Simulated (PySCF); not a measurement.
CH₄BrGaO, SMILES [CH3][Ga]([Br])[OH].

Geometry optimised at B3LYP-D3(BJ)/def2-SVP. The structure was generated by enumeration; whether it is a known compound was not checked. The values are those of a single conformer.

Level of theory: IEF-PCM-B3LYP/def2-SVP run with PySCF.

The values are the electrostatic part of the solvation free energy, E(continuum) − E(gas) at the gas-phase geometry, in a cavity of scaled van der Waals radii (PySCF's table); cavitation and dispersion terms are not included. A continuum can't describe solvent molecules that bind to the metal. In vacuum the orbital gap is 6.92 eV. The dipole moment in vacuum is 1.11 D.

```json
[
 {"solvent": "water", "ε": "78.36", "ΔG(elec) (kcal/mol)": "-6.2", "dipole (D)": "1.48", "gap (eV)": "7.30"},
 {"solvent": "dimethylsulfoxide", "ε": "46.83", "ΔG(elec) (kcal/mol)": "-6.1", "dipole (D)": "1.48", "gap (eV)": "7.30"},
 {"solvent": "dichloromethane", "ε": "8.93", "ΔG(elec) (kcal/mol)": "-5.2", "dipole (D)": "1.44", "gap (eV)": "7.25"}
]
```
